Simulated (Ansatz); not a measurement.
The B1–H2 bond of BH5OSi (SMILES BO[SiH3]) is stretched (multiplicity 1, the rest rigid).
Geometry at rest (charge 0, multiplicity 1):
```xyz
8

B     -0.355     0.168     1.746
H     -1.122     0.723     2.474
H      0.516    -0.542     2.166
O     -0.489     0.357     0.418
Si     0.331    -0.201    -0.915
H      0.863     0.968    -1.643
H     -0.630    -0.934    -1.764
H      1.435    -1.094    -0.498
```

Frozen-core correlation.

Codes used: Ansatz (a first-principles code). Each number belongs to the level named beside it.

FIC-MRCISD+Q on CASSCF(2,2)/cc-pV(T+d)Z, total energies (hartree):

```
R (Å)       CASSCF       MRCISD  weight c² of the reference
-----  -----------  -----------  --------------------------
1.194  -391.534900  -391.969521                     0.88803
2.090  -391.443811  -391.868837                     0.88799
3.822  -391.380902  -391.799942                     0.88946
```

Q: Add the Davidson correction (E_MRCISD − E_CASSCF)(1 − c²)/c² and give the energies above the first point at the three levels.

A: 
Corrections (hartree): -0.054799, -0.053613, -0.052080. Above the first point (kcal/mol):
- R = 2.090 Å: CASSCF 57.2, MRCISD 63.2, with the correction 63.9
- R = 3.822 Å: CASSCF 96.6, MRCISD 106.4, with the correction 108.1
